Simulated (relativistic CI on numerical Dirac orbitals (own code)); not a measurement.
# Os¹⁹⁺: computed level list

Calculated at this level of theory: Dirac-Coulomb-Breit CI, KLI orbitals optimised for each configuration, model QED (radiative potential, 1s self-energy scaled to tabulated hydrogen-like ionisation energies), unscaled Slater integrals (own radial code, finite nucleus).

Configurations in the expansion (outside the closed core [Ar] 3d10): 4s²4p⁶4d¹⁰4f¹¹, 4s²4p⁶4d¹⁰4f¹⁰5s, 4s²4p⁶4d¹⁰4f⁹5s², 4s²4p⁶4d¹⁰4f¹⁰5p, 4s²4p⁶4d⁹4f¹², 4s²4p⁶4d¹⁰4f¹⁰5d, 4s²4p⁶4d⁸4f¹³, 4s²4p⁶4d¹⁰4f¹⁰6s, 4s²4p⁵4d¹⁰4f¹², 4s²4p⁴4d¹⁰4f¹³, 4p⁶4d¹⁰4f¹³, 4s4p⁶4d¹⁰4f¹¹5s, 4s4p⁶4d⁹4f¹³, 4s4p⁶4d¹⁰4f¹¹6s. Levels of other configurations are missing.

The lowest level is 4s²4p⁶4d¹⁰4f¹¹ ⁴I°15/2, with 94 % of that term; Hund's rules for 4s²4p⁶4d¹⁰4f¹¹ give ⁴I° with J = 15/2, in agreement.

```
No.     Configuration  Term     J  E (cm⁻¹)    %  Landé g  Lifetime (s)     jj configuration (%)
  1    4s²4p⁶4d¹⁰4f¹¹   ⁴I°  15/2       0.0   94    1.190                           4f7/2^5 (82)
  2    4s²4p⁶4d¹⁰4f¹¹   ⁴I°  13/2   20011.9   98    1.103      3.51e-03     4f5/2^5 4f7/2^6 (93)
  3    4s²4p⁶4d¹⁰4f¹¹   ²G°   9/2   24466.6   35    1.101                           4f7/2^5 (91)
  4    4s²4p⁶4d¹⁰4f¹¹   ⁴I°  11/2   24848.0   47    1.041      3.32e-01             4f7/2^5 (52)
  5    4s²4p⁶4d¹⁰4f¹¹   ⁴S°   3/2   36071.4   40    1.422                           4f7/2^5 (85)
  6    4s²4p⁶4d¹⁰4f¹¹   ⁴I°   9/2   37911.6   46    0.968      9.08e-03     4f5/2^5 4f7/2^6 (77)
  7    4s²4p⁶4d¹⁰4f¹¹   ⁴I°  11/2   44013.6   44    1.098      2.48e-03     4f5/2^4 4f7/2^7 (48)
  8    4s²4p⁶4d¹⁰4f¹¹   ⁴F°   7/2   48026.5   84    1.185      4.61e-03     4f5/2^5 4f7/2^6 (91)
  9    4s²4p⁶4d¹⁰4f¹¹   ⁴F°   5/2   49964.0   65    1.081      8.31e-02     4f5/2^5 4f7/2^6 (51)
 10    4s²4p⁶4d¹⁰4f¹¹   ⁴S°   3/2   51026.3   37    1.100      1.03e-02     4f5/2^5 4f7/2^6 (89)
 11    4s²4p⁶4d¹⁰4f¹¹   ⁴F°   9/2   57760.6   29    1.112      2.88e-03     4f5/2^5 4f7/2^6 (58)
 12    4s²4p⁶4d¹⁰4f¹¹   ²K°  15/2   59191.1   87    1.061      2.56e-03     4f5/2^5 4f7/2^6 (71)
 13    4s²4p⁶4d¹⁰4f¹¹   ²G°   7/2   60990.3   48    0.982      1.80e-02             4f7/2^5 (39)
 14    4s²4p⁶4d¹⁰4f¹¹   ⁴G°  11/2   61053.3   51    1.170      2.51e-03     4f5/2^5 4f7/2^6 (53)
 15    4s²4p⁶4d¹⁰4f¹¹   ⁴G°   9/2   65619.2   65    1.052      2.24e-03     4f5/2^5 4f7/2^6 (53)
 16    4s²4p⁶4d¹⁰4f¹¹   ²P°   1/2   69951.3   92    0.607      4.30e-03     4f5/2^5 4f7/2^6 (93)
 17    4s²4p⁶4d¹⁰4f¹¹   ⁴F°   3/2   72200.2   40    0.982      2.51e-03     4f5/2^4 4f7/2^7 (61)
 18    4s²4p⁶4d¹⁰4f¹¹   ²K°  13/2   73174.5   79    0.962      6.12e-03     4f5/2^5 4f7/2^6 (70)
 19    4s²4p⁶4d¹⁰4f¹¹   ²D°   5/2   75698.9   40    1.112      3.91e-03             4f7/2^5 (50)
 20    4s²4p⁶4d¹⁰4f¹¹   ⁴G°   5/2   77488.1   43    0.884      4.48e-03     4f5/2^5 4f7/2^6 (70)
 21    4s²4p⁶4d¹⁰4f¹¹   ⁴G°   7/2   80977.5   47    0.994      3.27e-03     4f5/2^4 4f7/2^7 (88)
 22    4s²4p⁶4d¹⁰4f¹¹   ²D°   5/2   84687.9   47    1.027      2.74e-03     4f5/2^4 4f7/2^7 (63)
 23    4s²4p⁶4d¹⁰4f¹¹   ⁴D°   7/2   86407.9   81    1.350      6.51e-03     4f5/2^5 4f7/2^6 (66)
 24    4s²4p⁶4d¹⁰4f¹¹   ²I°  11/2   86549.2   62    0.989      4.58e-03     4f5/2^5 4f7/2^6 (87)
 25    4s²4p⁶4d¹⁰4f¹¹   ²H°   9/2   89524.6   45    1.001      1.28e-03     4f5/2^3 4f7/2^8 (70)
 26    4s²4p⁶4d¹⁰4f¹¹   ²L°  17/2   89868.2  100    1.056      2.67e-02    4f5/2^5 4f7/2^6 (100)
 27    4s²4p⁶4d¹⁰4f¹¹   ⁴D°   3/2   94884.3   40    1.102      2.81e-03     4f5/2^5 4f7/2^6 (60)
 28    4s²4p⁶4d¹⁰4f¹¹   ²I°  13/2   96234.7   79    1.046      2.96e-03     4f5/2^4 4f7/2^7 (64)
 29    4s²4p⁶4d¹⁰4f¹¹   ²D°   3/2   98479.0   38    0.995      1.70e-03     4f5/2^4 4f7/2^7 (64)
 30    4s²4p⁶4d¹⁰4f¹¹   ²H°   9/2  104139.1   91    0.923      3.67e-03     4f5/2^5 4f7/2^6 (72)
 31    4s²4p⁶4d¹⁰4f¹¹   ²L°  15/2  109053.8   92    0.949      2.51e-03     4f5/2^4 4f7/2^7 (88)
 32    4s²4p⁶4d¹⁰4f¹¹   ⁴D°   1/2  110169.4   92    0.051      3.06e-03     4f5/2^4 4f7/2^7 (93)
 33    4s²4p⁶4d¹⁰4f¹¹   ⁴D°   5/2  110587.4   49    1.191      1.58e-03     4f5/2^4 4f7/2^7 (80)
 34    4s²4p⁶4d¹⁰4f¹¹   ²H°  11/2  114857.4   61    1.031      2.33e-03     4f5/2^4 4f7/2^7 (95)
 35    4s²4p⁶4d¹⁰4f¹¹   ²F°   7/2  117017.1   78    1.152      7.48e-04     4f5/2^4 4f7/2^7 (69)
 36    4s²4p⁶4d¹⁰4f¹¹   ²D°   3/2  129227.5   66    0.918      1.10e-03     4f5/2^3 4f7/2^8 (68)
 37    4s²4p⁶4d¹⁰4f¹¹   ²G°   7/2  139381.5   94    0.902      4.67e-03     4f5/2^5 4f7/2^6 (80)
 38    4s²4p⁶4d¹⁰4f¹¹   ²F°   5/2  142935.0   72    0.917      8.38e-04     4f5/2^3 4f7/2^8 (73)
 39    4s²4p⁶4d¹⁰4f¹¹   ²G°   9/2  152368.9   93    1.098      1.85e-03     4f5/2^4 4f7/2^7 (68)
 40  4s²4p⁶4d¹⁰4f¹⁰5s    ⁶I  17/2  158753.2   88    1.277      1.05e-02          4f7/2^4 5s (67)
 41  4s²4p⁶4d¹⁰4f¹⁰5s    ⁶I  15/2  171076.1   73    1.212      5.09e-03  4f5/2^5 4f7/2^5 5s (49)
 42  4s²4p⁶4d¹⁰4f¹⁰5s    ⁶I  13/2  183587.0   86    1.149      1.90e-03  4f5/2^5 4f7/2^5 5s (57)
 43  4s²4p⁶4d¹⁰4f¹⁰5s    ⁴I  15/2  188086.5   65    1.186      2.18e-03  4f5/2^5 4f7/2^5 5s (52)
 44  4s²4p⁶4d¹⁰4f¹⁰5s    ⁶I  11/2  190790.2   70    1.086      7.18e-04  4f5/2^4 4f7/2^6 5s (37)
 45    4s²4p⁶4d¹⁰4f¹¹   ²F°   5/2  191697.9   98    0.856      7.81e-04     4f5/2^5 4f7/2^6 (80)
```

Energies count from the lowest computed level; ° marks odd parity; lifetimes are radiative, by E1, M1, E2, M2 decay to levels of this space only; some are left blank where a channel outside the calculation adds to the decay or the decay crosses a small, uncertain gap. Filled j subshells are mostly left out of the jj labels.

The mean weight of the leading LS term, summed over parents, in these 45 levels is 66 %, and that of the leading jj configuration (from the same eigenvectors) 70 %.

At this charge transitions that keep the count of f electrons are usually good to a few per cent. Terms inside the open d or f shell come out 10 to 20 % too wide with unscaled integrals. Levels that differ in their count of f electrons can be misplaced by several ten thousand cm⁻¹, since the correlation energy of f electrons is missing or only estimated; rates across such gaps can be off by orders of magnitude.

LS names give the leading component of a level, which can be under half, so a name can repeat, a term be missing and a line seem to break the LS rules.
